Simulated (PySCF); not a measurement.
AlH2O2, SMILES [OH][Al+][OH], charge +1. Atoms are numbered in the order given.

```xyz
5

Al     0.0000     0.0000     0.0095
O     -0.0611     1.6011    -0.0159
H      0.3157     2.4785     0.0655
O      0.0611    -1.6011    -0.0159
H     -0.3157    -2.4785     0.0655
```
Charge +1, spin multiplicity 1.

The structure is a stationary point at B3LYP-D3(BJ)/def2-TZVP. The spin state was assumed, not searched. The isomer is the one that the SMILES or the coordinates give; other isomers of the formula were not compared. The values are those of a single conformer.

Level of theory: TDDFT-PBE/def2-SVPD (PySCF).

Vertical excitations. The molecule is in vacuum. State labels are in the subgroup C2.

Computed UV-visible absorptions:
```tsv
state	symmetry	energy (eV)	λ (nm)	f	main pairs
S1	B	5.19	239	0.001	HOMO→LUMO 100 %
S2	A	5.40	230	0.002	HOMO−1→LUMO 100 %
S3	A	5.68	218	0.057	HOMO−2→LUMO 100 %
S4	B	5.77	215	0.064	HOMO−3→LUMO 99 %
S5	A	7.84	158	0.000	HOMO→LUMO+1 99 %
S6	B	8.06	154	0.004	HOMO−1→LUMO+1 53 %, HOMO→LUMO+2 44 %
S7	B	8.17	152	0.002	HOMO−2→LUMO+1 94 %
S8	A	8.22	151	0.006	HOMO−1→LUMO+2 84 %, HOMO−3→LUMO+1 13 %
S9	A	8.29	150	0.003	HOMO−3→LUMO+1 44 %, HOMO−2→LUMO+2 42 %, HOMO−1→LUMO+2 13 %
S10	B	8.40	148	0.000	HOMO−3→LUMO+2 100 %
T1	B	4.88	254	0	HOMO→LUMO 100 %
T2	A	5.03	246	0	HOMO−1→LUMO 97 %
T3	A	5.13	242	0	HOMO−2→LUMO 98 %
T4	B	5.17	240	0	HOMO−3→LUMO 99 %
```
Triplets are in the Tamm–Dancoff approximation, which puts them higher than full response would, so one can lie above its singlet here.
